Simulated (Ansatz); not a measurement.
A structure relaxed at PBE-D4/def2-SVP in Ansatz, charge 0, doublet:

```xyz
39

Ge   -1.2458   -0.6702    1.1192
Ge    0.6988   -3.0949   -1.5235
Ge   -0.1711    2.0344    4.2961
Ge    2.2110    0.5004    1.4221
Ge   -1.9628   -0.4413   -2.8913
Ge    1.6414    0.7848   -1.6818
Ge    0.0768    2.6710    0.3271
Ge   -2.8607   -0.1128   -0.6427
Ge   -1.3505    2.8141    2.3102
Ge   -1.1288   -2.7317   -3.1102
Ge   -0.1524   -2.8367    0.7523
Ge    2.4733   -1.4941   -2.0370
Ge    1.2766    0.1785    3.6614
Ge   -0.1168    1.0895   -3.3633
N     0.9467    0.9963    0.0903
H    -2.0808   -0.8167    2.4561
H     1.2622   -4.5398   -1.7058
H    -1.1606    1.6239    5.4233
H     0.7187    3.1949    4.8292
H     2.8363   -0.8286    0.9118
H     3.3341    1.5870    1.4678
H    -3.0930   -0.1993   -3.9413
H     2.7910    1.8337   -1.8842
H    -0.7718    2.8725   -0.9600
H     1.1653    3.7920    0.3798
H    -4.1432   -0.9912   -0.4961
H    -3.3119    1.3707   -0.4871
H    -2.6760    2.0366    2.0947
H    -1.7128    4.3242    2.4606
H    -2.2820   -3.7363   -2.8162
H    -0.6335   -2.9829   -4.5650
H    -1.1575   -3.9998    1.0267
H     1.0213   -3.0090    1.7626
H     3.7909   -1.8083   -1.2748
H     2.7862   -1.5720   -3.5630
H     0.5300   -1.1789    3.7533
H     2.5034    0.1031    4.6225
H    -0.5965    2.5606   -3.5099
H     0.5445    0.6765   -4.7140
```

**Question.** Give its formula and point group.

**Answer.** Ge14NH24, a doped nanocrystal cut from the lattice of germanium (N on an inner site). Point group Cs (tolerance 0.1 Å).

**Question.** Summarise the bond lengths by kind (pairs closer than 1.2 times the sum of covalent radii, bridged metal pairs left out).

**Answer.** 14 × Ge–Ge 2.44 to 2.45 Å; 3 × Ge–N 1.90 to 1.92 Å; 24 × Ge–H 1.55 to 1.58 Å.

Single mean-field runs in def2-SVP are fitted with def2-universal-jkfit. Another isomer (doublet) lies 0.53 eV lower at PBE0-D4/def2-TZVP; other spin states weren't run for this one.
